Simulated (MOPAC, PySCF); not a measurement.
Constitutional and geometric isomers with formula C2H6N2. All species are isolated molecules in the gas phase. One relaxed conformer stands for each flexible species; it need not be the lowest. Strings in code marks are SMILES.

Quantity: electronic energy of isomers of C2H6N2 relative to `[H]/N=C(/C)N`, in kJ/mol. Semi-empirical values (MOPAC) are differences of heats of formation.

Level 1: B3LYP-D3(BJ)/def2-TZVP (PySCF)
Level 2: PBE-D3(BJ)/def2-TZVP // B3LYP-D3(BJ)/def2-TZVP (PySCF)
Level 3: PM3 // B3LYP-D3(BJ)/def2-TZVP (MOPAC)
Level 4: PM6 // B3LYP-D3(BJ)/def2-TZVP (MOPAC)

| species | level 1 | level 2 | level 3 | level 4 |
|---|---|---|---|---|
| `C/N=C/N` | 33.26 | 32.59 | 12.93 | 47.3 |
| `[H]/N=C\CN` | 78.0 | 80.6 | 26.10 | 52.0 |
| `C/N=C\N` | 41.52 | 40.68 | 20.82 | 32.83 |
| `[H]/N=C\NC` (C–N–C–N torsion 6°) | 40.44 | 40.43 | 38.27 | 50.6 |
| `C=C(N)N` | 46.7 | 47.1 | 16.52 | 14.19 |
| `C=NCN` | 91.5 | 95.1 | 38.50 | 73.6 |
| `C1NCN1` | 170.7 | 160.7 | 57.4 | 117.4 |
